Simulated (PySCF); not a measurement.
(Z)-1,2-difluoro-1-methoxyethene (C3H4F2O), SMILES CO/C(F)=C/F.

The structure is a stationary point at PBE0-D3(BJ)/def2-SVP. One conformer was computed; it need not be the lowest.

These are TDA-PBE/def2-SVPD in PySCF values and carry that method's errors.

Vertical excitations. The molecule is in vacuum.

Computed UV-visible absorptions:
```csv
state,energy (eV),λ (nm),f,main pairs
S1,5.61,221,0.019,"HOMO→LUMO+1 84 %, HOMO→LUMO 15 %"
S2,6.28,197,0.017,HOMO→LUMO+2 91 %
S3,6.51,190,0.016,HOMO→LUMO+3 91 %
S4,6.91,179,0.008,HOMO→LUMO+4 99 %
S5,7.06,176,0.154,"HOMO−1→LUMO 32 %, HOMO→LUMO 32 %, HOMO→LUMO+5 18 %, HOMO→LUMO+1 6 %"
S6,7.42,167,0.020,"HOMO→LUMO+5 60 %, HOMO−1→LUMO 35 %"
S7,7.67,162,0.118,"HOMO→LUMO+6 31 %, HOMO−1→LUMO+1 31 %, HOMO→LUMO+5 14 %, HOMO−1→LUMO 8 %"
S8,7.75,160,0.027,"HOMO→LUMO+6 55 %, HOMO−1→LUMO+1 41 %"
S9,7.91,157,0.096,"HOMO−1→LUMO+1 21 %, HOMO−1→LUMO 19 %, HOMO→LUMO 14 %, HOMO→LUMO+6 11 %"
S10,8.18,152,0.001,HOMO→LUMO+7 93 %
T1,4.41,281,0,HOMO→LUMO 92 %
T2,5.43,228,0,HOMO→LUMO+1 93 %
T3,6.05,205,0,HOMO→LUMO+2 95 %
T4,6.33,196,0,HOMO→LUMO+3 97 %
```
Triplets are in the Tamm–Dancoff approximation.
